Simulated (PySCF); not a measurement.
In(H)(Me)(NH2), CH6InN, SMILES [NH2][InH][CH3] at its PBE0/def2-SVP optimised geometry (Å):

```
9

In     0.3442    -0.1936     0.0000
H      2.0709    -0.1936     0.0000
C     -1.0330    -1.8548    -0.0008
H     -0.8311    -2.5171    -0.8556
H     -2.0709    -1.4986    -0.0622
H     -0.9132    -2.4436     0.9209
N     -0.4953     1.6473     0.0000
H     -1.4931     1.8244     0.0033
H      0.0243     2.5171     0.0095
```

Method: PBE0/def2-TZVP, def2 effective core potentials past Kr run with PySCF. The core electrons that the potentials of In replace are not part of the density.

Map of the deformation density (molecule minus spherical neutral atoms) (e/bohr³) on the plane z = 0.8 Å:

```
|                               |
|                               |
|                               |
|                               |
|                               |
|                               |
|                               |
|                               |
|                               |
|             ..                |
|            ..:.               |
|            ..:.               |
|             ...               |
|              .                |
|                               |
|                    ..         |
|                    ..         |
|                               |
|             ..                |
|             ..                |
|            ...                |
|           :+-.                |
|           -@+.                |
|           .-:                 |
|                               |
|                               |
|                               |
|                               |
|                               |
|                               |
|                               |
```
Scale: ten equal steps from -0.006 (start of ' ') to 0.098 (end of '@'), in the order ' .:-=+*#%@'; x runs from -5.00 to 5.00, y from -5.00 (bottom) to 5.00 (top).
